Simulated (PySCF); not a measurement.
**Electronic structure of C⁺ (carbon, charge +1) at the UHF level**

Configuration: [He] 2s2 2p1, 2P determinant. Calculation: PySCF 2.14, in 6-31G*; the non-relativistic Hamiltonian (point nucleus).

```
Total energy                                                  : -37.286715 hartree
One-electron energy                                           : -47.5285 hartree
Hartree (Coulomb) energy                                      : 14.9770 hartree
Exchange energy                                               : -4.7352 hartree
Kinetic energy                                                : 37.16911 hartree
⟨S²⟩                                                          : 0.7542
⟨L²⟩                                                          : 2.010
Sum of ⟨r⟩                                                    : 4.980 bohr
Sum of ⟨r²⟩                                                   : 8.147 bohr²
Traceless quadrupole moment −½Σ⟨3z² − r²⟩ along its main axis : -1.08 e·bohr²
Density at the nucleus (Gaussians lack the cusp)              : 120 bohr⁻³
Spin density at the nucleus                                   : 0.0677 bohr⁻³
Langevin diamagnetic susceptibility                           : -6.45 ×10⁻⁶ cm³/mol
Time after the integrals                                      : 0.08 s of wall time on 1 thread of Neoverse-N1 (shared host)
```

```tsv
shell	electrons	mean orbital energy (hartree)	rms radius, mean of both spins (bohr)
1s α	1	-11.92490	0.311
1s β	1	-11.89504	0.311
2s α	1	-1.22393	1.62
2s β	1	-1.08823	1.62
2p α	1	-0.91286	1.64
```
